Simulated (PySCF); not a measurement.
Si(H)2(Me)2 (C2H8Si), SMILES C[SiH2]C. Geometry optimised at PBE-D3(BJ)/def2-SVP. The isomer is the one that the SMILES or the coordinates give; other isomers of the formula were not compared.

Computed equilibrium geometry at PBE-D3(BJ)/def2-SVP (PySCF confirms it by a frequency run) as bond lengths and angles, and its point group:
point group C2v.
Atoms: Si1 C2 C3 H4 H5 H6 H7 H8 H9 H10 H11. Bonds (Å): Si1–C2 1.892, Si1–C3 1.892, Si1–H4 1.509, Si1–H5 1.509, C2–H6 1.109, C2–H7 1.109, C2–H8 1.109, C3–H9 1.109, C3–H10 1.109, C3–H11 1.109. Bond angles (°): C2–Si1–C3 111.3, C2–Si1–H4 109.5, C2–Si1–H5 109.5, C3–Si1–H4 109.5, C3–Si1–H5 109.5, H4–Si1–H5 107.4, Si1–C2–H6 110.9, Si1–C2–H7 111.2, Si1–C2–H8 110.9, H6–C2–H7 107.9, H6–C2–H8 107.9, H7–C2–H8 107.9, Si1–C3–H9 111.2, Si1–C3–H10 110.9, Si1–C3–H11 110.9, H9–C3–H10 107.9, H9–C3–H11 107.9, H10–C3–H11 107.9.
